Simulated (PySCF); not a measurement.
Si(H)(OSiH3)3, H₁₀O₃Si₄, SMILES [SiH3]O[SiH](O[SiH3])O[SiH3], GFN2-xTB optimised geometry.

```
17

Si     1.14    -0.16     0.92
O      1.03     1.22     1.74
Si     0.25     1.99     2.94
O     -0.17    -0.34     0.00
Si    -1.80    -0.34     0.00
O      1.26    -1.39     1.94
Si     0.48    -2.26     3.07
H      2.30    -0.12     0.08
H      0.54     3.40     2.65
H     -1.19     1.70     2.88
H      0.82     1.55     4.21
H     -2.11    -1.04    -1.24
H     -2.30    -1.05     1.18
H     -2.25     1.05     0.00
H     -0.32    -1.39     3.93
H      1.58    -2.90     3.79
H     -0.38    -3.23     2.38
```

Density from CAM-B3LYP/def2-SVP (PySCF) at that geometry.

Minimum of the electron density along straight lines between bonded atoms, close to the bond critical point (lines longer than 1.1 times the sum of covalent radii, or with two minima, are not listed):

| bond | length / Å | ρ at the minimum / e bohr⁻³ | ∇²ρ there / e bohr⁻⁵ | position (fraction from the first atom) |
|---|---|---|---|---|
| Si1–O2 | 1.612 | 0.131 | 1.14 | 0.41 |
| O2–Si3 | 1.621 | 0.127 | 1.10 | 0.59 |
| Si1–O4 | 1.612 | 0.131 | 1.14 | 0.41 |
| O4–Si5 | 1.621 | 0.127 | 1.10 | 0.59 |
| Si1–O6 | 1.612 | 0.131 | 1.14 | 0.41 |
| O6–Si7 | 1.621 | 0.127 | 1.10 | 0.59 |
| Si1–H8 | 1.439 | 0.127 | ___ | 0.49 |
| Si3–H9 | 1.461 | 0.120 | 0.33 | 0.49 |
| Si3–H10 | 1.466 | 0.119 | 0.32 | 0.49 |
| Si3–H11 | 1.464 | 0.119 | 0.32 | 0.49 |
| Si5–H12 | 1.461 | 0.120 | 0.33 | 0.49 |
| Si5–H13 | 1.466 | 0.119 | 0.32 | 0.49 |
| Si5–H14 | 1.464 | 0.119 | 0.32 | 0.49 |
| Si7–H15 | 1.466 | 0.119 | 0.32 | 0.49 |
| Si7–H16 | 1.461 | 0.120 | 0.33 | 0.49 |
| Si7–H17 | 1.464 | 0.119 | 0.32 | 0.49 |

Problem. Some entries are withheld; supply them.

Solution. 
- Si1–H8, ∇²ρ there / e bohr⁻⁵: 0.36
